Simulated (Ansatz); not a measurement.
Reaction (redistribution): `[BH2][GeH2][O][SiH2]F` + `CBBN` → `[BH2][GeH2][BH]N` + `CBO[SiH2]F`

Computed with Ansatz on PBE0-D4/def2-TZVP structures; ΔE is electronic, products minus reactants. CCSD(T)/CBS adds triple-zeta CCSD(T) − MP2 to the extrapolated MP2 energy (def2 sets, frozen cores). For Ge outer-core shells are correlated without core-valence functions, which leaves a few kJ/mol of doubt a bond. Scalar relativity is left out up to krypton. One conformer a species, not always the lowest.

`[BH2][GeH2][O][SiH2]F`:

Cartesian coordinates in Å:
```
B -1.991 -1.584 -0.476
Ge -0.040 -1.078 -0.101
O 0.087 0.700 0.041
Si 1.186 1.834 0.356
F 0.444 3.244 0.394
H -2.841 -0.754 -0.562
H -2.277 -2.736 -0.613
H 0.494 -1.667 1.223
H 0.919 -1.500 -1.235
H 2.209 1.909 -0.715
H 1.808 1.633 1.688
```

`CBBN`:

```xyz
11

C    -1.193   -1.166   -0.628
B     0.215   -0.487   -0.637
B     0.569    0.980    0.092
N     1.083    1.172    1.372
H    -1.152   -2.258   -0.655
H    -1.647   -0.875   -1.590
H    -1.879   -0.840    0.156
H     1.054   -1.020   -1.322
H     0.364    1.987   -0.546
H     1.280    2.083    1.751
H     1.305    0.425    2.007
```

`[BH2][GeH2][BH]N`:

```xyz
11

B     2.151   -0.384   -0.506
Ge    0.308   -1.012    0.119
B    -1.079    0.449   -0.381
N    -1.689    1.198    0.610
H     2.878    0.223    0.225
H     2.502   -0.549   -1.636
H     0.268   -1.250    1.648
H    -0.093   -2.337   -0.563
H    -1.364    0.676   -1.522
H    -2.366    1.918    0.414
H    -1.514    1.069    1.593
```

`CBO[SiH2]F`:

Cartesian coordinates in Å:
```
C -1.995 0.463 -0.134
B -0.485 0.461 0.243
O 0.376 -0.414 -0.348
Si 1.974 -0.688 -0.125
F 2.137 -1.998 0.764
H -2.600 0.282 0.762
H -2.260 -0.274 -0.894
H -2.293 1.459 -0.483
H -0.039 1.230 1.059
H 2.604 0.436 0.601
H 2.581 -0.957 -1.443
```

```json
{"species": "`[BH2][GeH2][O][SiH2]F`", "MP2/CBS(def2) energy (Eh)": "-2568.58423"}
{"species": "`CBBN`", "MP2/CBS(def2) energy (Eh)": "-146.50559"}
{"species": "`[BH2][GeH2][BH]N`", "MP2/CBS(def2) energy (Eh)": "-2184.54430"}
{"species": "`CBO[SiH2]F`", "MP2/CBS(def2) energy (Eh)": "-530.59734"}
```

Problem. Work out ΔE.

Solution. ΔE = (-2184.54430) + (-530.59734) − (-2568.58423) − (-146.50559) = -0.05182 Eh = -1.41 eV. CCSD(T)/CBS gives -1.38 eV.

Largest T1 diagnostic among the species: 0.014.

In def2-TZVPP, CCSD(T) changes the Hartree–Fock value by −0.21 eV (the triples alone add −0.04 eV) and MP2 by −0.24 eV.
